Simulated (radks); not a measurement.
Q: All-electron atom: Ag38+ in [He] 2s2 2p5. Calculated with a radial shooting solver on a logarithmic mesh with Libxc functionals: scalar-relativistic Kohn-Sham, PBE, spin-polarised, spherical densities, finite nucleus; open shells are filled with parallel spins first (spin-orbit coupling, left out, can overturn this in heavy ions); Fermi nuclear charge, rms radius 4.5454 fm. Some entries of the table are withheld. Estimate them.

| orbital | occ. | eigenvalue (hartree) | <r^2> (bohr^2) |
|---|---|---|---|
| 1s up | 1 | (1) | (2) |
| 1s down | 1 | (3) | (4) |
| 2s up | 1 | -223.0489 | 0.02022 |
| 2s down | 1 | -222.5434 | 0.02025 |
| 2p up | 3 | -210.5405 | (5) |
| 2p down | 2 | -209.9296 | (6) |

A: 
(1) 1s up eigenvalue (hartree): -1025.208
(2) 1s up <r^2> (bohr^2): 0.001305
(3) 1s down eigenvalue (hartree): -1024.889
(4) 1s down <r^2> (bohr^2): 0.001304
(5) 2p up <r^2> (bohr^2): 0.01569
(6) 2p down <r^2> (bohr^2): 0.01573
